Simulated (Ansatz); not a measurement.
Basis-set extrapolation for `[SiH3]SS[SiH3]` (PBE0-D4/def2-TZVP geometry, frozen core, Ansatz). Multiplicity 1, RHF reference.

```
                       def2-TZVPP    def2-QZVPP
                 HF  -1376.508828  -1376.549623
    MP2 correlation     -0.606697     -0.658591
CCSD(T) correlation     -0.705226       not run
```

Energies in hartree. Use E(X) = E(∞) + A·exp(−7.88·√X) for Hartree–Fock and E(X) = E(∞) + B·X^(−2.97) for correlation, with X = 3 and 4, and add CCSD(T) minus MP2 of the smaller set to the MP2 limit.

Question: What is the CCSD(T) energy at the basis-set limit?

Answer: HF limit: -1376.549623 + (-0.040795) × 0.13774 = -1376.55524. MP2 limit: -0.658591 + (-0.051894) × 0.74074 = -0.69703. Higher-order term: -0.705226 − (-0.606697) = -0.09853. Total: -1377.35080 hartree, 359.0 kJ/mol below CCSD(T)/def2-TZVPP.
